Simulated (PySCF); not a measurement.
How the method changes the constants of CaCl

State: ²Σ⁺ (doublet), unpaired electrons σ ↑. Set-up: Ca aug-pcseg-1, Cl aug-pcseg-1; no relativity (PySCF 2.14). De refers to Ca + Cl in their high-spin ground configurations, without counterpoise correction. The functionals are run spin-unrestricted. A positive dipole means Ca(−)Cl(+).

| Level | Re (Å) | ωe (cm⁻¹) | De (eV) | μ (D) | CPU s a point (SCF and correlation, without the integrals) |
| --- | --- | --- | --- | --- | --- |
| UHF | 2.535 | 344 | 3.72 | -4.31 | 0.26 |
| UHF-MP2 | 2.527 | 339 | 4.19 | n/a | 0.42 |
| UHF-SCS-MP2 | 2.532 | 338 | 4.02 | n/a | n/a |
| UHF-CCSD | 2.533 | 338 | 3.89 | n/a | n/a |
| UHF-CCSD(T) | 2.533 | 337 | 3.92 | n/a | 13 |
| PBE | 2.441 | 360 | 4.48 | -3.97 | 0.83 |
| r²SCAN | 2.448 | 366 | 4.77 | -4.09 | 1.1 |
| r²SCANh | 2.451 | 365 | 4.68 | -4.16 | 1.3 |
| B3LYP | 2.461 | 356 | 4.21 | -4.41 | 1.1 |
| PBE0 | 2.449 | 362 | 4.40 | -4.07 | 1.4 |
| B97-3 | 2.468 | 354 | 4.19 | -4.17 | 2 |

Which functional lies closest to UHF-CCSD(T) in De, which farthest, and by how much do they differ from it?

Closest is B97-3 (-6.5 pm in Re, +5.0 % in ωe, +0.27 eV in De against UHF-CCSD(T) in the same basis), farthest r²SCAN (-8.5 pm in Re, +8.6 % in ωe, +0.85 eV in De). CCSD(T) converges more slowly with the basis than the functionals do and binds too weakly in this one, so the order can change at the basis-set limit.

What does a quarter of exact exchange do here, going from PBE to PBE0?

PBE0 less PBE: +0.8 pm in Re, +0.6 % in ωe, -0.08 eV in De. Exact exchange removes part of the self-interaction that spreads semilocal densities, and in most molecules shortens and stiffens the bond and lowers De; here Re goes the other way.

What does the step from GGA to meta-GGA do here, going from PBE to r²SCAN?

r²SCAN less PBE: +0.7 pm in Re, +1.7 % in ωe, +0.29 eV in De. 

Correlated steps freeze 10 core orbitals. Correlated levels converge slowly with the basis: in double zeta they bind strong bonds too weakly, by up to about 1 eV, and carry superposition errors of some tenths. The state is the lowest determinant that a PBE0 search found; another state may lie lower at other levels.

The whole job (state search and all levels along the bond) took about 4 min on 1 thread of Arm Neoverse V1 (shared host), peak memory 0.84 GiB.
